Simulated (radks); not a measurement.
Species: Mn IV. Configuration: [Ar] 3d4. All-electron calculation, scalar-relativistic Kohn-Sham, SCAN, spin-polarised, spherical densities, finite nucleus; open shells are filled with parallel spins first; meta-GGA in the generalised Kohn-Sham scheme; Fermi nuclear charge, rms radius 3.7057 fm. Program: a radial shooting solver on a logarithmic mesh with Libxc functionals.

Normalised radial functions P(r) = r R(r), r in bohr:

r	3p up	3p down	3d up
0.008437	0.0121	0.0119	0.0001
0.01099	0.0196	0.0194	0.0002
0.01419	0.0312	0.0308	0.0004
0.01848	0.0498	0.0492	0.0008
0.02387	0.0772	0.0762	0.0016
0.03108	0.1190	0.1175	0.0033
0.04047	0.1786	0.1764	0.0067
0.05228	0.2563	0.2531	0.0132
0.06808	0.3557	0.3512	0.0258
0.08794	0.4620	0.4560	0.0481
0.1145	0.5577	0.5503	0.0880
0.1479	0.5984	0.5900	0.1517
0.1926	0.5338	0.5252	0.2512
0.2508	0.3129	0.3056	0.3905
0.324	-0.0559	-0.0583	0.5581
0.4218	-0.5276	-0.5253	0.7426
0.5449	-0.9345	-0.9293	0.8933
0.7096	-1.1436	-1.1363	0.9688
0.9166	-1.0665	-1.0639	0.9301
1.193	-0.7729	-0.7780	0.7807
1.554	-0.4278	-0.4373	0.5662
2.007	-0.1792	-0.1868	0.3469
2.614	-0.0495	-0.0537	0.1657
3.377	-0.0089	-0.0102	0.0599
4.397	-0.0008	-0.0010	0.0140
5.68	0.0000	-0.0001	0.0020
7.396	0.0000	0.0000	0.0001

3p up: eigenvalue -94.280 eV, 1 radial node at r = 0.313 bohr, <r> = 0.886 bohr, 90 % of the charge inside 1.36 bohr. 3p down: eigenvalue -88.161 eV, 1 radial node at r = 0.313 bohr, <r> = 0.894 bohr, 90 % of the charge inside 1.37 bohr. 3d up: eigenvalue -43.122 eV, 0 radial nodes, <r> = 1.03 bohr, 90 % of the charge inside 1.71 bohr.

Empty levels of this run are not shown, since the potential may be unsettled where no density lies.
